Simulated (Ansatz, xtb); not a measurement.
## A geometry optimisation of ClH3NOSi with r2SCAN-D4/def2-SVP

The starting geometry of this gas-phase doublet was built from a drawn formula by distance geometry and a force field; its bonds are those of `[O-][NH2+][SiH]Cl`.

```xyz
7

Cl    1.9539    1.8668    1.1623
N     0.3237   -0.1917   -0.5205
O     0.4230   -1.3848   -1.0584
Si    1.9272    0.6351   -0.5008
H     0.0089   -0.2156    0.4952
H    -0.3143    0.4650   -0.9574
H     1.9659    1.5527   -1.6284
```

Q: Predict what becomes of its bonds when it is optimised with r2SCAN-D4/def2-SVP.

A: It rearranges to `NO[SiH]Cl`. Distances that change by over a tenth: N2–O3 (1.31 → 1.46 Å). Contacts that open: N2–Si4 (1.80 → 2.53 Å). Contacts that close: O3–Si4 (2.58 → 1.68 Å).

The energy falls by 1.99 eV over 17 steps:

```
step  E − E(last) (eV)
   1             1.986
   3             1.329
   5             0.555
   6             0.389
   8             0.235
  10             0.048
  12             0.002
  13             0.001
  15             0.000
  17             0.000
```

Final geometry (Å):

```csv
atom,x (Å),y (Å),z (Å)
Cl,2.5211,1.4714,1.1662
N,-0.1977,0.1404,-0.4669
O,1.0564,-0.5867,-0.6257
Si,2.2843,0.5599,-0.6880
H,-0.5399,-0.1771,0.4457
H,-0.8104,-0.3107,-1.1525
H,1.9746,1.6304,-1.6868
```

From the same start GFN2-xTB reaches the same bonding as this run.

No frequencies were run, so the end isn't proven a minimum. Open shells are spin-unrestricted. Run with Ansatz 0.2.0, 2 min on 1 thread of Arm Neoverse V2 (shared host).
